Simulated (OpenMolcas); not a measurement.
Mo3+ (d3) in a complex was computed by SS-CASPT2, IPEA 0.25 Eh, imaginary shift 0.1 Eh with the d shell active (OpenMolcas, ANO-RCC-VDZP on the metal). Its lowest spin-free states, and all those of the highest spin:

```json
{"2S+1": "4", "Degeneracy": "3", "E (cm-1)": "0"}
{"2S+1": "2", "Degeneracy": "2", "E (cm-1)": "1810"}
{"2S+1": "2", "Degeneracy": "3", "E (cm-1)": "7490"}
{"2S+1": "4", "Degeneracy": "3", "E (cm-1)": "7830"}
{"2S+1": "2", "Degeneracy": "3", "E (cm-1)": "8580"}
{"2S+1": "2", "Degeneracy": "3", "E (cm-1)": "10290"}
{"2S+1": "4", "Degeneracy": "3", "E (cm-1)": "13480"}
{"2S+1": "2", "Degeneracy": "1", "E (cm-1)": "13510"}
{"2S+1": "2", "Degeneracy": "3", "E (cm-1)": "15670"}
{"2S+1": "2", "Degeneracy": "2", "E (cm-1)": "16300"}
{"2S+1": "2", "Degeneracy": "3", "E (cm-1)": "16870"}
{"2S+1": "4", "Degeneracy": "1", "E (cm-1)": "17990"}
```

Task: Is the site octahedral, tetrahedral or cube-like, axial, or of lower symmetry?

Result: The states with 2S+1 = 4 have orbital degeneracies 3, 3, 3, 1. Threefold states need a cubic site. For d3 at this spin an octahedron puts the single A2 below the threefold T2 and a tetrahedron or cube puts the threefold T1 below the threefold T2, so the site is a tetrahedron or a cube, which this pattern cannot tell apart. The run had Mo3+ with 4 ligands (chloride) in tetrahedral coordination (Td) at 2.32 Å. A charge of +0.25 e stands 3.2 Å behind each ligand. Ligand basis ANO-RCC-VDZP.

Roots that are degenerate in the reference are averaged as groups; the widest CASPT2 spread within a group is 540 cm-1 (the 3-fold group of multiplicity 2 near 8580 cm-1 above the lowest state of its run). Shifts and gaps below about the spread of the groups concerned are not significant. Over all roots computed the reference weight is 0.71 to 0.73; a low but even weight reflects the number of correlated electrons. An orbital triplet at a regular site is open to Jahn-Teller coupling, which can distort the site and quench the lowest spin-orbit gaps and is left out. This shell can be high or low spin here, a state of another spin lies low, and with metal d orbitals alone active their balance is uncertain, so the ground spin may be wrong. The least metal-like active orbital is 78 % on the metal (Löwdin) and no ligand orbital is active, so the numbers are rough. Ligand-to-metal charge-transfer states are missing. These CASPT2 states fit no ligand-field parameters well, so their order and spin gaps are uncertain. With no ligand orbital active B as a rule stays too high, so bands that hang on it stand too high and its fall with covalency is understated. With one d shell and no ligand orbital active, 10Dq can be off by a tenth or more. No measured value stands beside these numbers; the geometry is a model, was not optimised and need not be the one that this ion takes.
